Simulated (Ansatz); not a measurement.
Consider the formal exchange of groups at the Si–Si bond: `C[SiH2][Si](F)(F)F` + `FBF` → `FB(F)[Si](F)(F)F` + `C[SiH3]`.

Computed with Ansatz on PBE0-D4/def2-TZVP structures; ΔE is electronic, products minus reactants. CCSD(T)/CBS adds triple-zeta CCSD(T) − MP2 to the extrapolated MP2 energy (def2 sets, frozen cores). This one scheme is used for every species. Functionals use def2-TZVPP. Each species was taken in one conformer, which may not be the lowest.

`C[SiH2][Si](F)(F)F`:

Z-matrix (Å, degrees):
```
C
Si 1 1.871
H 1 1.092 2 110.8
H 1 1.092 2 110.8 3 -120.2
H 1 1.092 2 110.4 3 119.9
Si 2 2.331 1 110.0 3 60.2
H 2 1.487 1 111.8 3 -58.8
H 2 1.487 1 111.8 3 179.1
F 6 1.583 2 113.0 1 -179.9
F 6 1.585 2 111.8 1 -59.5
F 6 1.585 2 111.8 1 59.6
```

`FBF`:

```xyz
4

F     0.317    0.886    0.887
B    -0.008    0.012   -0.038
F    -0.078   -1.254    0.306
H    -0.232    0.356   -1.156
```

`FB(F)[Si](F)(F)F`:

```xyz
7

F     0.605    0.206   -2.108
B    -0.286    0.255   -1.146
F    -1.514    0.594   -1.461
Si    0.201   -0.175    0.775
F    -0.076    1.063    1.712
F    -0.653   -1.387    1.310
F     1.723   -0.556    0.917
```

`C[SiH3]`:

Cartesian coordinates in Å:
```
C 0.879 0.450 -0.010
Si -0.786 -0.402 0.009
H 1.658 -0.212 0.374
H 0.862 1.349 0.609
H 1.152 0.743 -1.026
H -0.760 -1.629 -0.833
H -1.846 0.501 -0.517
H -1.158 -0.798 1.395
```

```
             level  ΔE (kJ/mol)
         revPBE-D4         30.8
      CAM-B3LYP-D4         28.2
           ωB97M-V         28.1
CCSD(T)/def2-TZVPP         27.6
```

Q: What does CCSD(T)/CBS give? (Estimate.)

A: The calculation gave: +30.8 kJ/mol. The listed levels differ from it by 0.0, -2.6, -2.7, -3.2 kJ/mol.

Largest T1 diagnostic among the species: 0.013.

Leaving LDA and LC-ωPBE aside and taking each functional with its dispersion term where it has one, the values, not all of them listed here, spread over 5.8 kJ/mol, from B97M-V to HSE06-D4. At CCSD(T), def2-SVP lies −4.6 kJ/mol from the extrapolated value and def2-TZVPP −3.1 kJ/mol. The D4 term adds +3.3 kJ/mol with B3LYP and +2.0 kJ/mol with PBE0; it sums over pairs of atoms, weighted by their polarisabilities, and B3LYP, whose exchange is more repulsive, gets the larger term.

B3LYP here is the variant with VWN-RPA as its local correlation; programs differ in this.
